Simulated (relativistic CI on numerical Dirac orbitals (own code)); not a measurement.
# Ta³⁺: 4d photoemission

Computed with this model: Dirac-Coulomb-Breit CI, orbitals from a KLI potential per configuration, model QED (radiative potential, 1s self-energy scaled to tabulated hydrogen-like ionisation energies), valence Slater integrals scaled by 0.8, multiplet model of photoemission in the sudden approximation; configurations [Xe] 4f14 5d2 → [Kr] 4d9 4f14 5s2 5p6 5d2; 300 K; Lorentzian 3.5 eV and Gaussian 0.6 eV FWHM. Energies are those of the free ion, without screening or charge transfer. The energies are binding energies and can lie tens of eV above those of solids. S is read from ⟨S²⟩ = S(S + 1).

Field parameters in Wybourne normalisation: Td as Oh with Dq negative (B⁴₀ = 21Dq, B⁴₄ = √(5/14) B⁴₀). The field is a parameter set, without covalency.

free ion: ground-state S = 0.96, centroid 272.97 eV. Peaks (eV, height): 268.0 (100), 280.0 (62).

Td, 10Dq = -19600 cm⁻¹: ground-state S = 1.00, centroid 273.15 eV. Peaks (eV, height): 268.4 (100), 280.0 (66).

Strongest unbroadened transitions for Td, 10Dq = -19600 cm⁻¹:

```
Energy (eV)  Relative strength
     268.22               49.5
     268.24               99.4
     268.29               49.9
     268.41               50.0
     268.45               99.0
     268.60               89.2
     269.37                7.1
     270.64                0.8
     271.41                1.3
     273.69                3.1
     274.10                0.8
     279.85               50.0
     279.90              100.0
     279.94               49.7
     280.29               80.8
     281.49               11.8
     282.95                1.0
     284.78                3.8
```
